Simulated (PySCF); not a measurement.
Al(F)(Br)(OMe) (CH3AlBrFO), SMILES [F][Al]([O]C)[Br]. Atoms are numbered in the order given.

```xyz
8

Al     0.6792     0.5165     0.0000
F      2.3329     0.5056     0.0000
Br    -0.4293    -1.4315     0.0000
O     -0.1128     1.9938     0.0000
C     -1.4225     2.4922     0.0000
H     -1.5905     3.1213    -0.8914
H     -1.5905     3.1213     0.8914
H     -2.1826     1.6894     0.0000
```

Coordinates come from a B3LYP-D3(BJ)/def2-SVP optimisation. The values are those of a single conformer.

These are M06-2X/def2-TZVP run with PySCF values and carry that method's errors.

The molecule is in vacuum.

### Question
Estimate the frontier levels, gap, dipole moment and polarisability. (The exact figures need the calculation; the answer reports its results.)

### Answer

The highest occupied level comes out as -10.12 eV. The lowest empty level comes out as -0.52 eV, the orbital gap is 9.59 eV and the dipole moment is 2.14 D. The quadrupole, principal values (traceless, Buckingham form, about the centre of nuclear charge) is -8.78, 3.17, 5.61 D·Å and the mean static polarisability is 54.4 bohr³ (8.06 Å³). The polarisability, principal values is 44.9, 53.9, 64.3 bohr³.
